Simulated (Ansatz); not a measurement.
Cost and result for the atomization energy of hexafluoro-1,3-butadiene, C4F6 (10 atoms, 9 bonds).

```xyz
10

F    -2.706   -0.468    1.156
C    -1.463   -0.702    0.836
F    -1.086   -1.908    1.162
C    -0.669    0.195    0.257
F    -1.193    1.379   -0.074
C     0.743    0.006   -0.009
F     1.428   -0.739    0.864
C     1.406    0.546   -1.029
F     0.844    1.250   -1.974
F     2.697    0.441   -1.189
```

The species carries charge 0 and has multiplicity 1. The geometry is a stationary point of PBE0-D4/def2-TZVP. It is one conformer, not always the lowest. Program: Ansatz. All runs use 2 threads of an AMD EPYC 7R13 on a shared host and a share of an NVIDIA H100 80 GB. Times are those of one run each, without the atoms' runs, and a repeat can differ threefold. Electronic energies, without spin–orbit coupling; frozen cores. CCSD(T)/CBS adds CCSD(T) − MP2 in def2-TZVPP to the MP2 limit, and its time is that of the two runs behind it. T1 = 0.013; the RHF reference is unstable towards UHF. B3LYP takes the VWN-RPA correlation (the form of Gaussian; ORCA's B3LYP/G).

CCSD(T)/CBS is a level of theory with its own doubt, some kJ/mol a heavy atom from the limit and from the frozen cores, so smaller differences don't rank the functionals.

```tsv
level	functions	wall time	atomization (kJ/mol)	difference from CCSD(T)/CBS	per bond
B3LYP-D4/def2-TZVPP (with forces)	310	6.5 s	4372.2	8.9	1.0
CAM-B3LYP-D4/def2-TZVPP	310	7 s	4426.7	63.4	7.0
ωB97X-V/def2-TZVPP	310	7 s	4405.0	41.7	4.6
CCSD(T)/def2-SVP	140	7.5 s	4163.6	-199.7	-22.2
MP2/def2-QZVPP	570	8 s	4562.8	199.5	22.2
B2PLYP/def2-TZVPP	310	8.5 s	4336.5	-26.8	-3.0
PBE0-D4/def2-TZVPP	310	8.5 s	4468.9	105.6	11.7
r2SCANh-D4/def2-TZVPP	310	8.5 s	4377.6	14.3	1.6
PBE-QIDH/def2-TZVPP	310	9.5 s	4370.4	7.1	0.8
ωB97M-V/def2-TZVPP (with forces)	310	10 s	4412.6	49.3	5.5
r2SCAN-D4/def2-TZVPP (with forces)	310	11 s	4455.9	92.6	10.3
CCSD(T)/def2-TZVPP	310	17 s	4228.7	-134.6	-15.0
CCSD(T)/CBS(def2)	–	25 s	4363.3	0.0	0.0
```

At CCSD(T), def2-SVP lies −199.7 kJ/mol from the extrapolated value and def2-TZVPP −134.6 kJ/mol: correlation converges slowly with the basis, and small sets miss more of it in the bonded molecule than in its fragments. The D4 term adds +35.7 kJ/mol with B3LYP and +18.9 kJ/mol with PBE0; it sums over pairs of atoms, weighted by their polarisabilities, and B3LYP, whose exchange is more repulsive, gets the larger term. In def2-TZVPP, CCSD(T) changes the Hartree–Fock value by +1391.8 kJ/mol (the triples alone add +126.4 kJ/mol) and MP2 by +1646.0 kJ/mol; breaking electron pairs costs correlation energy, which Hartree–Fock lacks.
